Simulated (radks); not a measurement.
Removal energies from the tin ion Sn+, [Kr] 4d10 5s2 5p1, by Delta-SCF beside the eigenvalue of the level emptied. Calculated with a radial shooting solver on a logarithmic mesh with Libxc functionals: scalar-relativistic Kohn-Sham, r2SCAN, spin-polarised, spherical densities, finite nucleus; meta-GGA in the generalised Kohn-Sham scheme; Fermi nuclear charge, rms radius of each element as measured or else 0.836 A^(1/3) + 0.57 fm. Open shells are filled with parallel spins first.

removed from             final configuration  Delta-SCF (eV)  -eigenvalue (eV)
5p                             [Kr] 4d10 5s2          14.120            10.752
5s                         [Kr] 4d10 5s1 5p1          21.205            17.531
4d                          [Kr] 4d9 5s2 5p1          41.989            34.524
4p            [Ar] 3d10 4s2 4p5 4d10 5s2 5p1          108.63            100.26
